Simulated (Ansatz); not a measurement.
Ansatz (a first-principles code) input (CCSD(T)/STO-3G):

Ansatz 0.2 input:
```yaml
crystal:
  periodic: [false, false, false]
  atoms:
    - {symbol: C, position_ang: [-1.85519172, -1.32641834, 0.05309644]}
    - {symbol: C, position_ang: [-0.97739514, -0.37151961, 0.77935050]}
    - {symbol: C, position_ang: [0.00489145, 0.52967026, 0.08456613]}
    - {symbol: C, position_ang: [0.87502572, 1.23960576, 1.13060507]}
    - {symbol: C, position_ang: [-0.76507703, 1.60286404, -0.71972305]}
    - {symbol: C, position_ang: [0.89179781, -0.25806770, -0.91065314]}
    - {symbol: C, position_ang: [1.73034557, -1.37463700, -0.29572683]}
    - {symbol: H, position_ang: [-2.44781997, -1.92560185, 0.74471246]}
    - {symbol: H, position_ang: [-2.56123775, -0.81404985, -0.61708330]}
    - {symbol: H, position_ang: [-1.28700262, -2.01464667, -0.58180142]}
    - {symbol: H, position_ang: [-1.18569948, -0.17576694, 1.82459167]}
    - {symbol: H, position_ang: [0.25729033, 1.86196076, 1.78154454]}
    - {symbol: H, position_ang: [1.61293786, 1.88567807, 0.64964527]}
    - {symbol: H, position_ang: [1.40604071, 0.52617412, 1.76130684]}
    - {symbol: H, position_ang: [-0.06700259, 2.28332597, -1.21424361]}
    - {symbol: H, position_ang: [-1.38979596, 1.14595194, -1.48895845]}
    - {symbol: H, position_ang: [-1.40882634, 2.19253801, -0.06465161]}
    - {symbol: H, position_ang: [0.25020154, -0.67646047, -1.69092438]}
    - {symbol: H, position_ang: [1.54874840, 0.45685124, -1.41548157]}
    - {symbol: H, position_ang: [2.46830369, -0.98543557, 0.40699643]}
    - {symbol: H, position_ang: [1.10552227, -2.08802888, 0.24502050]}
    - {symbol: H, position_ang: [2.27195972, -1.92147410, -1.06976404]}
basis:
  gaussian:
    orbitals: STO-3G
magnetization: {spin_polarized: true, initial_magnetization: 1}
correlation: {method: ccsd_t, electrons: outside_noble_gas}
```

Output:

```
Functional definition: HF
integrals: 0.03 GiB planned
708 factors; integrals over basis functions are off by at most 4.8e-5 eV
0.15 GiB of device memory are held for the factors and their scratch space
mean field: 0.21 GiB planned
mean field evaluation 1: about -7360.1305 eV, gradient 1.3e1 eV
mean field evaluation 2: about -7360.6416 eV, gradient 1.3e1 eV
mean field evaluation 4: about -7362.3210 eV, gradient 1.1e0 eV
mean field evaluation 8: about -7362.3399 eV, gradient 4.3e-4 eV
mean field -7362.33994144 eV, -270.5610024746 hartree, gradient 1.0e-6 eV, S^2 0.766152; 0 other end points of the search recorded, 0 dependent functions left out
7 core orbitals not correlated
reference -7362.33994144 eV, -270.5610024746 hartree; 22, 21 occupied and 21, 22 virtual orbitals, 708 factors
second order -9.42776734 eV of doubles, -0.00000000 eV of singles
coupled cluster: 0.28 GiB planned
cycle   1  -11.53470572 eV  change    -2.1e0 eV  update   9.9e-2
cycle   2  -12.50442757 eV  change   -9.7e-1 eV  update   3.8e-2
cycle   3  -12.57814752 eV  change   -7.4e-2 eV  update   8.7e-3
cycle   4  -12.58575546 eV  change   -7.6e-3 eV  update   3.1e-3
cycle   5  -12.58688958 eV  change   -1.1e-3 eV  update   1.2e-3
cycle   6  -12.58660073 eV  change    2.9e-4 eV  update   4.2e-4
cycle   7  -12.58660324 eV  change   -2.5e-6 eV  update   1.3e-4
cycle   8  -12.58665044 eV  change   -4.7e-5 eV  update   4.8e-5
perturbative correction -0.08424286 eV, -0.0030958680 hartree
Total energy: -7375.01083473 eV, -271.0266492146 hartree
```

It need not be the lowest isomer of its formula.
